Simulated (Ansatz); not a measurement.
Ansatz (a quantum-chemistry and plane-wave program) input (CCSD(T)/aug-cc-pVDZ):

Ansatz 0.2 input:
```yaml
crystal:
  periodic: [false, false, false]
  atoms:
    - {symbol: B, position_ang: [-0.94737187, 0.04646185, 0.00409826]}
    - {symbol: F, position_ang: [-1.66651513, -1.05227859, 0.00551629]}
    - {symbol: F, position_ang: [-1.55553930, 1.21029743, 0.00842209]}
    - {symbol: Br, position_ang: [0.96386712, -0.04727082, -0.00416962]}
basis:
  gaussian:
    orbitals: aug-cc-pVDZ
magnetization: {spin_polarized: false}
correlation: {method: ccsd_t, electrons: outside_noble_gas}
output: {forces: true}
```

Output:

```
Functional definition: HF
integrals: 0.15 GiB planned
1041 factors; integrals over basis functions are off by at most 2.6e-4 eV
mean field: 0.47 GiB planned
mean field evaluation 1: about -76084.4749 eV, gradient 3.3e1 eV
mean field evaluation 2: about -76084.5765 eV, gradient 3.3e1 eV
mean field evaluation 4: about -76086.6026 eV, gradient 2.0e0 eV
mean field evaluation 8: about -76086.6234 eV, gradient 1.1e-1 eV
mean field evaluation 16: about -76085.8925 eV, gradient 2.0e1 eV
mean field -76086.62344760 eV, -2796.1318383337 hartree, gradient 1.7e-6 eV, S^2 0.000000; 0 other end points of the search recorded, 0 dependent functions left out
17 core orbitals not correlated
reference -76086.62344760 eV, -2796.1318383337 hartree; 12, 12 occupied and 76, 76 virtual orbitals, 1041 factors
densities: 0.62 GiB planned
second order -16.44049448 eV of doubles, -0.00000000 eV of singles
coupled cluster: 0.41 GiB planned
cycle   1  -16.42765677 eV  change    1.3e-2 eV  update   9.6e-2
cycle   2  -16.76821685 eV  change   -3.4e-1 eV  update   2.6e-2
cycle   3  -16.84619090 eV  change   -7.8e-2 eV  update   1.4e-2
cycle   4  -16.84055536 eV  change    5.6e-3 eV  update   2.9e-3
cycle   5  -16.83763159 eV  change    2.9e-3 eV  update   1.1e-3
cycle   6  -16.83798720 eV  change   -3.6e-4 eV  update   2.9e-4
cycle   7  -16.83794905 eV  change    3.8e-5 eV  update   7.6e-5
cycle   8  -16.83790758 eV  change    4.1e-5 eV  update   2.6e-5
cycle   9  -16.83791265 eV  change   -5.1e-6 eV  update   9.7e-6
perturbative correction -0.44567163 eV, -0.0163781302 hartree
the calculation of the forces begins
Total energy: -76103.90703188 eV, -2796.7669983407 hartree
Atom 0 at    -0.947372     0.046462     0.004098 Å, force     1.227555    -0.060203    -0.005310 eV/Å
Atom 1 at    -1.666515    -1.052279     0.005516 Å, force    -0.706219    -1.040126     0.001451 eV/Å
Atom 2 at    -1.555539     1.210297     0.008422 Å, force    -0.601041     1.104238     0.004205 eV/Å
Atom 3 at     0.963867    -0.047271    -0.004170 Å, force     0.079704    -0.003909    -0.000345 eV/Å
Dipole moment:     0.055963    -0.002745    -0.000242 e Å
```
